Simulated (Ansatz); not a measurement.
Species: sum formula H3BPO2, charge -1, multiplicity 1. It need not be the lowest isomer of its formula. Whether it binds its extra electron was not tested at this geometry. 
Geometry from a B3LYP-D3(BJ)/def2-TZVP (Ansatz, a program for electronic structure) optimisation:
```xyz
7

O     -1.1360     0.3408    -1.2969
B     -0.5868    -0.0459    -0.2096
O     -1.2130    -0.7008     0.9002
P      1.3489     0.3211     0.2482
H     -2.1424    -0.7735     0.6455
H      1.7268    -0.9075     0.8620
H      1.9086    -0.0266    -1.0092
```
Charge -1, spin multiplicity 1.

Total electronic energies in hartree. Valence correlation only, unless marked. Spin-orbit coupling is left out. No relativistic terms. CBS(X,Y): correlation extrapolated as X^-3; Hartree-Fock from the larger set.

| level | program | energy (Eh) |
|---|---|---|
| HF/6-31G | Ansatz | -516.86626 |
| RI-HF/cc-pV(T+d)Z | Ansatz | -517.09207 |
| revPBE-D3(BJ)/def2-TZVPD | Ansatz + dftd3 | -518.57779 |
| B3LYP-D3(BJ)/def2-TZVPD | Ansatz + dftd3 | [?] |
| PBE0/def2-TZVP | Ansatz | -518.35352 |
| LC-wPBE-D4/def2-TZVPD | Ansatz + dftd4 | -518.47665 |
| B2GP-PLYP/def2-TZVPD | Ansatz | -518.36391 |
| B2PLYP/def2-TZVPD | Ansatz | -518.44136 |
| SCS-MP2/6-31G* | Ansatz | -517.50588 |
| SCS-MP2/aug-cc-pV(T+d)Z | Ansatz | -517.85835 |
| SCS-MP2/cc-pVTZ | Ansatz | -517.82956 |
| SCS-MP2/cc-pV(Q+d)Z | Ansatz | -517.91545 |
| CCSD/6-31G | Ansatz | -517.25247 |
| CCSD/aug-cc-pV(D+d)Z | Ansatz | -517.70424 |
| CCSD(T)/CBS(aug-cc-pV(T+d)Z,aug-cc-pV(Q+d)Z) | Ansatz | -518.0150 |

Task: Some entries are withheld; supply them.

Result: 
- B3LYP-D3(BJ)/def2-TZVPD, energy (Eh): -518.72325
